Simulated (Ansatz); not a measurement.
Calculated with Ansatz (gas phase, PBE0-D4/def2-TZVP geometries, no zero-point term in ΔE). CCSD(T)/CBS adds triple-zeta CCSD(T) − MP2 to the extrapolated MP2 energy (def2 sets, frozen cores). DFT in def2-TZVPP. B3LYP here is the variant with VWN-RPA as its local correlation; programs differ in this. For Ga outer-core shells are correlated without core-valence functions, which leaves a few kJ/mol of doubt a bond. Scalar relativity is left out up to krypton. Each species was taken in one conformer, which may not be the lowest.

`B[NH][GaH2]` + `O[SiH2]S[SiH3]` → `BO[SiH2]S[SiH3]` + `[NH2][GaH2]`  (ligand exchange at a B–N bond)

```json
{"level": "B3LYP-D4", "ΔE (kcal/mol)": "-0.8", "difference from CCSD(T)/CBS": "-0.2"}
{"level": "B2PLYP", "ΔE (kcal/mol)": "-0.2", "difference from CCSD(T)/CBS": "0.4"}
{"level": "r2SCAN", "ΔE (kcal/mol)": "-0.2", "difference from CCSD(T)/CBS": "0.4"}
{"level": "PBE0", "ΔE (kcal/mol)": "0.8", "difference from CCSD(T)/CBS": "1.4"}
{"level": "HF/def2-TZVPP", "ΔE (kcal/mol)": "-1.1", "difference from CCSD(T)/CBS": "-0.5"}
{"level": "CCSD/def2-TZVPP", "ΔE (kcal/mol)": "0.0", "difference from CCSD(T)/CBS": "0.6"}
{"level": "CCSD(T)/def2-TZVPP", "ΔE (kcal/mol)": "0.1", "difference from CCSD(T)/CBS": "0.7"}
{"level": "HF/def2-QZVPP", "ΔE (kcal/mol)": "-1.5", "difference from CCSD(T)/CBS": "-0.9"}
{"level": "SCS-MP2/def2-QZVPP", "ΔE (kcal/mol)": "-0.3", "difference from CCSD(T)/CBS": "0.3"}
{"level": "HF/CBS(def2)", "ΔE (kcal/mol)": "-1.5", "difference from CCSD(T)/CBS": "-0.9"}
{"level": "CCSD(T)/CBS", "ΔE (kcal/mol)": "-0.6", "difference from CCSD(T)/CBS": "0"}
```

Largest T1 diagnostic among the species: 0.014.

In def2-TZVPP, CCSD(T) changes the Hartree–Fock value by +1.3 kcal/mol (the triples alone add +0.1 kcal/mol) and MP2 by +1.6 kcal/mol.
